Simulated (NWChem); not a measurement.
# BeH2O; SMILES [BeH][OH]

Results from NWChem. Coordinates come from a PBE0/def2-SVP optimisation. Ions are spin-unrestricted doublets at the neutral geometry; other ion states weren't tried.

For level PBE/def2-SVP:

| Item | Value |
|---|---|
| vertical ionisation energy, ΔSCF (eV) | 11.61 |
| −ε(HOMO) (eV) | 7.47 |

Q: How do the values read with level CAM-B3LYP/def2-SVP instead?

A: 
| Item | Result |
|---|---|
| vertical ionisation energy, ΔSCF (eV) | 12.76 |
| −ε(HOMO) (eV) | 10.38 |
